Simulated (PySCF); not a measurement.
Compound: C3H3BO3S.
SMILES: `O=CC(=C=S)B(O)O`

Torsions of this conformer, `[O:1]=[CH:2][C:3](=[C:4]=[S:5])[B:6]([OH:7])[OH:8]`: O1–C2–C3–C4 179°, C2–C3–B6–O7 -179°, H–O7–B6–C3 180°, H–O8–B6–C3 0°.

The closed-shell ground state was solved at several levels (PySCF, density fitting, gas phase, non-relativistic). Isolated species at its PBE0-D3(BJ)/def2-SVP geometry (one conformer only).

| level | basis functions | total energy (Eh) | HOMO (eV) | LUMO (eV) | gap (eV) | dipole (D) |
| --- | --- | --- | --- | --- | --- | --- |
| PBE0/def2-TZVP | 272 | -764.5396 | -7.45 | -2.71 | 4.74 | 2.24 |
| PBE/pcSseg-1 | 158 | -764.3112 | -6.43 | -3.52 | 2.91 | 1.93 |
| PBE0/pcSseg-0 | 82 | -763.0562 | -7.62 | -2.79 | 4.83 | 1.94 |
| LC-wPBE/pcSseg-1 | 158 | -764.5081 | -9.86 | -0.55 | 9.31 | 2.20 |
| PBE0/def2-SVP | 131 | -763.9854 | -7.34 | -2.55 | 4.79 | 2.02 |
| wB97X-D/pcSseg-1 | 158 | -764.7443 | -9.21 | -1.04 | 8.17 | 2.20 |
| PBE0/6-311+G(2d,p) | 242 | -764.5060 | -7.49 | -2.77 | 4.72 | 2.34 |
| PBE0/pcSseg-1 | 158 | -764.3283 | -7.49 | -2.75 | 4.74 | 2.18 |
| KT2/pcSseg-1 | 158 | -773.8198 | -6.49 | -3.56 | 2.93 | 2.00 |
| PBE0/cc-pVDZ | 131 | -764.4076 | -7.26 | -2.49 | 4.77 | 1.85 |
| PBE0/6-31G* | 122 | -764.3438 | -7.25 | -2.48 | 4.77 | 1.73 |
| B97-D/pcSseg-1 | 158 | -764.6562 | -6.40 | -3.46 | 2.94 | 1.99 |

(1) What might PBE0/6-31G (82 basis functions) give for the same quantities?

(2) Over all these levels, which gives the widest orbital gap and which the narrowest?

(3) How much does the basis alone move the frontier levels among the 8 PBE0 rows (the withheld one included)?

(4) How far do the dipole and the HOMO energy spread over the levels?

Results:

(1) Total energy -764.2001 Eh, HOMO -7.41 eV, LUMO -2.59 eV, gap 4.82 eV, dipole 1.83 D.

(2) LC-wPBE/pcSseg-1 (range-separated hybrid) has the widest, 9.31 eV, and PBE/pcSseg-1 (GGA) the narrowest, 2.91 eV. The two share the basis. From the narrowest to the widest the HOMO moves by -3.43 eV and the LUMO by +2.97 eV.

(3) The HOMO by 0.37 eV and the LUMO by 0.31 eV. By rising basis size (HOMO, LUMO in eV): pcSseg-0 -7.62, -2.79; 6-31G -7.41, -2.59; 6-31G* -7.25, -2.48; def2-SVP -7.34, -2.55; cc-pVDZ -7.26, -2.49; pcSseg-1 -7.49, -2.75; 6-311+G(2d,p) -7.49, -2.77; def2-TZVP -7.45, -2.71.

(4) The dipole runs from 1.73 to 2.34 D (mean 2.03 D) and the HOMO from -9.86 to -6.40 eV.

B97-D and wB97X-D is run here without its empirical dispersion term; that term would change no orbital, density or response property at a fixed geometry.
